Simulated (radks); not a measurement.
Results of a calculation; reference values are marked as such.
The barium ion Ba+, 55 electrons, occupied as [Xe] 6s1. Level of theory: scalar-relativistic Kohn-Sham, RPBE, spin-polarised, spherical densities, finite nucleus; open shells are filled with parallel spins first (spin-orbit coupling, left out, can overturn this in heavy ions); Fermi nuclear charge, rms radius 4.8378 fm (a radial shooting solver on a logarithmic mesh with Libxc functionals).

Normalised radial functions P(r) = r R(r), r in bohr:

```
   r/bohr * 4d up, o 4d down, + 5s up (the largest magnitude, 1.23, reaches the edge; | marks zero, & curves that meet)
 0.001654                             &+
  0.00261                             &+
 0.004117                             & +
 0.006548                             &  +
  0.01033                             &  +
  0.01643                             &  +
  0.02592                             |&
  0.04123                           + | &
  0.06505                        +    |    &
   0.1026                          +  |          &
   0.1632                             |    +         &
   0.2575                             |     +  &
   0.4096                 &    +      |
   0.6462  &                  +       |
    1.028         &                   |           +
    1.622                       &     |                   +
    2.559                            &|        +
    4.069                             &+
     6.42                             &
    10.21                             &
```

4d up: eigenvalue -95.382 eV, 1 radial node at r = 0.324 bohr, <r> = 0.800 bohr, 90 % of the charge inside 1.21 bohr. 4d down: eigenvalue -95.357 eV, 1 radial node at r = 0.324 bohr, <r> = 0.800 bohr, 90 % of the charge inside 1.21 bohr. 5s up: eigenvalue -39.323 eV, 4 radial nodes at r = 0.0316, 0.125, 0.331, 0.798 bohr, <r> = 1.64 bohr, 90 % of the charge inside 2.36 bohr.
